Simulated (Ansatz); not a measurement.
Isolated molecules relaxed with PBE0-D4/def2-TZVP in Ansatz; ΔE leaves out vibrations. CCSD(T)/CBS adds triple-zeta CCSD(T) − MP2 to the extrapolated MP2 energy (def2 sets, frozen cores). This one scheme is used for every species. Functionals use def2-TZVPP. For Ge outer-core shells are correlated without core-valence functions, which leaves a few kJ/mol of doubt a bond. Scalar relativity is left out up to krypton. Each species was taken in one conformer, which may not be the lowest.

Consider the ligand exchange at a Ge–O bond: `[OH][GeH]([OH])[Cl]` + CH₃NH₂ → `C[NH][GeH]([OH])[Cl]` + H₂O.

`[OH][GeH]([OH])[Cl]`:

```xyz
7

O    -0.301   -1.170    0.897
Ge   -0.035    0.417    0.180
O    -0.925    0.484   -1.328
Cl    2.085    0.570   -0.164
H     0.511   -1.566    1.225
H    -0.505    1.583    1.040
H    -0.830   -0.317   -1.851
```

CH₃NH₂:

Cartesian coordinates in Å:
```
C -0.197 -0.533 -0.021
N 0.448 0.749 -0.251
H -0.787 -0.604 0.904
H 0.560 -1.319 0.006
H -0.861 -0.759 -0.858
H 1.077 0.973 0.510
H -0.239 1.492 -0.290
```

`C[NH][GeH]([OH])[Cl]`:

Cartesian coordinates in Å:
```
C 0.829 -0.334 1.247
N -0.294 0.421 0.716
Ge -0.574 0.496 -1.073
O -0.922 -1.141 -1.639
Cl 1.185 1.012 -2.201
H 1.793 0.177 1.142
H 0.905 -1.290 0.725
H 0.668 -0.553 2.306
H -0.424 1.305 1.186
H -1.676 1.511 -1.391
H -1.491 -1.604 -1.018
```

H₂O:

Z-matrix (Å, degrees):
```
O
H 1 0.960
H 1 0.960 2 105.1
```

```tsv
level	ΔE (eV)
B2PLYP	0.29
CCSD(T)/def2-TZVPP	0.22
HF/def2-QZVPP	0.38
CCSD/CBS(def2)	0.20
```

Problem. What does CCSD(T)/CBS give? (Estimate.)

Solution. Ansatz gave: +0.18 eV. The listed levels differ from it by 0.11, 0.04, 0.20, 0.02 eV.

Largest T1 diagnostic among the species: 0.011.

In def2-TZVPP, CCSD(T) changes the Hartree–Fock value by −0.16 eV (the triples alone add −0.02 eV) and MP2 by −0.18 eV. The D4 term adds −0.09 eV with B3LYP and −0.05 eV with PBE0; it sums over pairs of atoms, weighted by their polarisabilities, and B3LYP, whose exchange is more repulsive, gets the larger term.

B3LYP here is the variant with VWN-RPA as its local correlation; programs differ in this.
